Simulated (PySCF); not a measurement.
C₆ coefficients of unlike pairs at PBE

Calculated with PySCF 2.14 from the dipole response of each species, C₆(A,B) = (3/π) ∫ α_A(iu) α_B(iu) du, in atomic units, from isotropic polarisabilities. For ions this is the dispersion term alone; charge-induced terms of lower order in 1/R come first.

```
species           configuration                                                                                  basis     relativity  α (bohr³)  C₆ (like pair)
   Sc²⁺           [Ar] 3d1 (2D)                                                         aug-cc-pwCVTZ-DK (10s9p7d4f3g)  spin-free X2C      5.206           15.20
   Ne²⁺       [He] 2s2 2p4 (3P)                                                                 def2-TZVPPD (6s4p3d1f)           none     0.8539           1.072
    I²⁺  [Kr] 4d10 5s2 5p3 (4S)  aug-cc-pwCVTZ-DK3 with one added diffuse shell each of s, p, d, f type (11s10p8d5f1g)  spin-free X2C      13.78           96.56
   Mn²⁺           [Ar] 3d5 (6S)                                                             aug-cc-pVQZ (9s8p6d4f3g2h)           none      4.100           12.10
```

Estimate C₆ for I²⁺ with Sc²⁺.

The integral gives 37.87. The combination rule 2 C_A C_B / (C_A α_B/α_A + C_B α_A/α_B) gives 38.27 and the geometric mean 38.31.

No spin-orbit coupling is included.

The other pairs:

```json
{"pair": "Mn²⁺, Ne²⁺", "C₆": "3.492"}
{"pair": "Ne²⁺, Sc²⁺", "C₆": "3.829"}
{"pair": "I²⁺, Ne²⁺", "C₆": "9.123"}
{"pair": "Mn²⁺, I²⁺", "C₆": "33.41"}
{"pair": "Mn²⁺, Sc²⁺", "C₆": "13.52"}
```
